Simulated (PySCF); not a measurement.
Vertical excitations of a molecule C2H7Cl2NSi from TDDFT-LC-ωPBE/def2-SVPD in PySCF, as energy in eV (oscillator strength): 7.04 (0.019), 7.66 (0.021), 7.76 (0.005), 8.14 (0.016), 8.34 (0.004), 8.40 (0.038), 8.45 (0.006), 8.66 (0.020), 8.71 (0.017), 8.78 (0.054). Lowest triplet (TDA): 6.66 eV. Coordinates come from a PBE-D3(BJ)/def2-SVP optimisation. The values are those of a single conformer.

Q: Pick the molecule that these values belong to.
A. C[Si](Cl)(Cl)CN
B. C[C@H](N)[SiH](Cl)Cl
C. CN(C)[SiH](Cl)Cl
D. CNC[SiH](Cl)Cl

A: B, C[C@H](N)[SiH](Cl)Cl
